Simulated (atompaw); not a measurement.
**An all-electron radial function and its pseudo partner (phosphorus)**

Columns: radius, all-electron u(r) and pseudo u(r) of the 3p shell (level -24.28 eV) of phosphorus in the configuration [Ne] 3s2 3p1; PBE, scalar-relativistic, PAW (atompaw) scheme, atompaw 4.2.0.5.

```csv
r (bohr),all-electron,pseudo
0.067,-0.0904,0.0042
0.135,-0.2271,0.0170
0.202,-0.3205,0.0377
0.269,-0.3582,0.0657
0.337,-0.3464,0.1010
0.404,-0.2979,0.1414
0.471,-0.2247,0.1864
0.538,-0.1367,0.2348
0.606,-0.0399,0.2862
0.673,0.0573,0.3379
0.740,0.1526,0.3896
0.808,0.2446,0.4409
0.875,0.3289,0.4893
0.942,0.4059,0.5349
1.010,0.4759,0.5777
1.077,0.5369,0.6158
1.144,0.5902,0.6498
1.212,0.6364,0.6797
1.279,0.6746,0.7048
1.346,0.7056,0.7255
1.413,0.7299,0.7420
1.481,0.7481,0.7546
1.548,0.7601,0.7630
1.615,0.7668,0.7677
1.683,0.7686,0.7688
1.750,0.7661,0.7661
```

Task: How many radial nodes do the two functions have?

Result: The all-electron 3p function has n − l − 1 = 1; the pseudo-wave has 0, since the states of the same l below it are removed with the core.

Task: Where does each function peak?

Result: Outermost all-electron maximum near 1.68 bohr, pseudo maximum near 1.68 bohr (to the table’s step).

Task: Is the pseudo-wave norm-conserving?

Result: No, it belongs to a PAW set: the norm inside the radius is not constrained, and the difference is carried by the augmentation charge.
